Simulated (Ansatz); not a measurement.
Reaction (ligand exchange at the Al–N bond): `C[O][AlH][N](C)C` + H–F → `C[O][AlH][F]` + `CNC`

Isolated molecules relaxed with PBE0-D4/def2-TZVP in Ansatz; ΔE leaves out vibrations. CCSD(T)/CBS is the MP2 limit (def2-TZVPP, def2-QZVPP) plus CCSD(T) − MP2 in def2-TZVPP, frozen cores. This one scheme is used for every species. Functionals use def2-TZVPP. One conformer a species, not always the lowest.

`C[O][AlH][N](C)C`:

Z-matrix (Å, degrees):
```
C
O 1 1.394
H 1 1.096 2 110.3
H 1 1.098 2 112.7 3 -120.6
H 1 1.096 2 110.3 3 118.9
Al 2 1.688 1 135.2 3 120.0
N 6 1.766 2 116.8 1 -179.8
H 6 1.579 2 122.4 1 0.1
C 7 1.441 6 123.0 2 180.0
C 7 1.442 6 124.1 2 -0.1
H 9 1.100 7 111.7 6 -120.1
H 9 1.100 7 111.7 6 119.9
H 9 1.094 7 110.8 6 -0.1
H 10 1.100 7 111.5 6 120.3
H 10 1.092 7 110.6 6 0.1
H 10 1.100 7 111.5 6 -120.0
```

H–F:

Z-matrix (Å, degrees):
```
F
H 1 0.920
```

`C[O][AlH][F]`:

Cartesian coordinates in Å:
```
C 0.470 1.179 -0.229
O 0.491 -0.103 0.329
Al -0.469 -1.470 0.353
F -1.898 -1.486 -0.471
H 1.345 1.321 -0.871
H -0.429 1.360 -0.829
H 0.509 1.932 0.565
H -0.018 -2.733 1.154
```

`CNC`:

```xyz
10

C     0.656   -0.973    0.289
N     0.321    0.092   -0.627
C    -0.833    0.851   -0.204
H     1.565   -1.479   -0.043
H    -0.149   -1.713    0.297
H     0.806   -0.639    1.330
H     1.114    0.709   -0.741
H    -1.719    0.208   -0.222
H    -1.012    1.677   -0.896
H    -0.749    1.266    0.816
```

Problem. Is it downhill or uphill in electronic energy at CCSD(T)/CBS, and by how much? (Best estimate.)

Solution. The calculation gave: Downhill: ΔE = -100.1 kJ/mol.

Problem. What do these levels give: LDA (SPW92), revPBE-D4, BHLYP-D4, CAM-B3LYP-D4, B2PLYP, PBE, BHLYP, RPA@PBE/def2-TZVPP, HF/def2-TZVPP, SCS-MP2/def2-TZVPP, CCSD/def2-TZVPP, MP2/def2-QZVPP? (Estimate.)

Solution. The calculation gave: LDA (SPW92) -90.5, revPBE-D4 -93.2, BHLYP-D4 -105.9, CAM-B3LYP-D4 -106.9, B2PLYP -109.0, PBE -103.4, BHLYP -115.8, RPA@PBE/def2-TZVPP -98.4, HF/def2-TZVPP -123.0, SCS-MP2/def2-TZVPP -102.7, CCSD/def2-TZVPP -102.9, MP2/def2-QZVPP -98.7 kJ/mol.

Largest T1 diagnostic among the species: 0.013.

The D4 term adds +11.3 kJ/mol with B3LYP and +6.5 kJ/mol with PBE0; it sums over pairs of atoms, weighted by their polarisabilities, and B3LYP, whose exchange is more repulsive, gets the larger term. Leaving LDA and LC-ωPBE aside and taking each functional with its dispersion term where it has one, the values spread over 15.7 kJ/mol, from B2PLYP to revPBE-D4. LDA lies +12.8 kJ/mol from PBE without D4.

B3LYP here is the variant with VWN-RPA as its local correlation; programs differ in this.
